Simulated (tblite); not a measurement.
Species: C5H11BN2.
Numbering: `[CH:1]#[N+:2][B@@H-:3]([CH:4]=[CH2:5])[N:6]([CH3:7])[CH3:8]` (hydrogens: H9 on C1; H10 on B3; H11 on C4; H12, H13 on C5; H14, H15, H16 on C7; H17, H18, H19 on C8)
Bond orders are those of one Lewis drawing.

Computed with GFN2-xTB (tblite), gas phase: L-BFGS steps from a force-field or distance-geometry start until the largest atomic force falls under 0.01 eV/Å.

Step 118: E = -634.1907 eV
```
atom  x, y, z in Å  |  force x, y, z in eV/Å
C1     -0.6160    2.2994   -0.4674    0.095  -0.061  -0.041
N2      0.2251    1.5813   -0.8258   -0.086   0.104   0.030
B3      0.7743    0.1517   -0.6230   -0.015  -0.010   0.008
C4      1.8691    0.2921    0.5438    0.018   0.010   0.023
C5      2.2840   -0.7110    1.2990    0.009  -0.025  -0.023
N6     -0.4683   -0.5960   -0.2390   -0.016   0.007   0.021
C7     -1.2137   -0.1009    0.8598   -0.004  -0.011   0.006
C8     -1.2984   -1.1285   -1.2912   -0.005  -0.012  -0.006
H9     -1.2582    3.1156   -0.2845    0.006  -0.037  -0.013
H10     1.2372   -0.2046   -1.6542   -0.011   0.001  -0.017
H11     2.3346    1.2633    0.6911   -0.002  -0.017  -0.001
H12     3.0605   -0.6017    2.0445   -0.043  -0.009  -0.001
H13     1.8712   -1.7027    1.1892    0.002   0.062   0.024
H14    -2.0608   -0.7438    1.1003    0.015  -0.037  -0.019
H15    -0.5718    0.0055    1.7334    0.022  -0.015  -0.015
H16    -1.6298    0.9252    0.6318    0.006   0.027   0.008
H17    -1.9542   -0.3681   -1.7435    0.008   0.012   0.022
H18    -0.6622   -1.5380   -2.0711   -0.002  -0.011  -0.013
H19    -1.9323   -1.9298   -0.9003    0.003   0.020   0.007
```

Step 119: E = -634.1910 eV
```
atom  x, y, z in Å  |  force x, y, z in eV/Å
C1     -0.6166    2.2978   -0.4678    0.088  -0.056  -0.035
N2      0.2253    1.5809   -0.8259   -0.066   0.087   0.023
B3      0.7751    0.1516   -0.6233   -0.020  -0.015   0.003
C4      1.8695    0.2913    0.5443   -0.011   0.036  -0.007
C5      2.2834   -0.7108    1.2997    0.033  -0.020   0.000
N6     -0.4684   -0.5958   -0.2399   -0.001  -0.006   0.011
C7     -1.2126   -0.1013    0.8594    0.004   0.000   0.002
C8     -1.2994   -1.1283   -1.2917    0.003   0.004   0.001
H9     -1.2588    3.1134   -0.2859   -0.009  -0.018  -0.009
H10     1.2376   -0.2035   -1.6553   -0.011  -0.001  -0.010
H11     2.3339    1.2620    0.6936    0.007   0.008  -0.006
H12     3.0587   -0.6014    2.0459   -0.030  -0.005   0.010
H13     1.8715   -1.7008    1.1899   -0.020   0.002   0.017
H14    -2.0586   -0.7448    1.1008    0.009  -0.037  -0.012
H15    -0.5687    0.0068    1.7309    0.021  -0.021   0.000
H16    -1.6289    0.9249    0.6321   -0.002   0.028   0.003
H17    -1.9554   -0.3665   -1.7414    0.008   0.007   0.013
H18    -0.6637   -1.5374   -2.0722   -0.009  -0.008  -0.011
H19    -1.9335   -1.9290   -0.9003    0.005   0.016   0.007
```

Q: Estimate the geometry and energy of step 120. (The exact step hangs on the optimiser's Hessian estimate; all steps are aligned on step 119, rigid shifts and turns removed.)

A: E = -634.1914 eV, largest force 0.059 eV/Å
```
atom  x, y, z in Å  |  force x, y, z in eV/Å
C1     -0.6219    2.2950   -0.4600    0.011   0.018  -0.001
N2      0.2239    1.5852   -0.8208    0.020   0.008  -0.016
B3      0.7752    0.1553   -0.6243   -0.014  -0.008  -0.001
C4      1.8738    0.2907    0.5407   -0.015   0.052  -0.024
C5      2.2779   -0.7108    1.3023    0.022  -0.014   0.005
N6     -0.4673   -0.5948   -0.2408    0.019  -0.014  -0.016
C7     -1.2118   -0.1016    0.8575    0.009   0.010  -0.002
C8     -1.2973   -1.1312   -1.2919    0.013   0.018   0.007
H9     -1.2616    3.1134   -0.2823   -0.015  -0.015  -0.004
H10     1.2357   -0.1943   -1.6601   -0.017  -0.001   0.009
H11     2.3525    1.2569    0.6805   -0.007  -0.017  -0.016
H12     3.0579   -0.6038    2.0433   -0.022  -0.012   0.023
H13     1.8506   -1.6957    1.2052   -0.013   0.004   0.011
H14    -2.0591   -0.7447    1.0950    0.009  -0.027   0.003
H15    -0.5672    0.0061    1.7286    0.010  -0.028   0.010
H16    -1.6252    0.9273    0.6310   -0.007   0.018   0.002
H17    -1.9582   -0.3717   -1.7388    0.016  -0.001   0.006
H18    -0.6610   -1.5380   -2.0738   -0.019   0.003  -0.001
H19    -1.9267   -1.9342   -0.8984   -0.001   0.007   0.004
```

The energy changes by -0.0004 eV. The first-order estimate −F·Δx gives -0.0007 eV and the mean of the old and new forces, exact on a quadratic surface, -0.0004 eV. The step makes an angle of 85° with the force vector and moves no atom by more than 0.026 Å.

What follows is the cost of the whole relaxation. On an Arm Neoverse V1 with one thread, no GPU, shared host with 32 logical CPUs at a one-minute load of 28, this took 1.2 s wall.
